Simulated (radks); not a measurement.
Results of a calculation; reference values are marked as such.
Effect of the nuclear size on neutral silicon, [Ne] 3s2 3p2. Level of theory: Dirac Kohn-Sham, exchange-only LDA, spin-unpolarised, spherical densities, finite nucleus; open shells are shared between the two j in proportion to 2j + 1; Fermi nuclear charge, rms radius 3.1224 fm (a radial shooting solver on a logarithmic mesh with Libxc functionals). The rms radius is varied about that value; shifts are against it.

rms radius (fm)  total energy shift (eV)  density at nucleus (e/bohr^3)  1s1/2 shift (meV)  2s1/2 shift (meV)
2.6572                          -0.00145                           1895             -0.604             -0.039
3.0256                         -0.000320                           1892             -0.134             -0.009
3.1224                                 0                           1891              0.000              0.000
3.4346                           0.00110                           1889              0.459              0.029
3.8968                           0.00292                           1885               1.22              0.078

Slopes of the eigenvalues against <r^2> in GHz/fm^2, as finite differences over the two radii next to the reference (eigenvalue slopes, not the field-shift constants of lines): 1s1/2 54.2, 2s1/2 3.48.
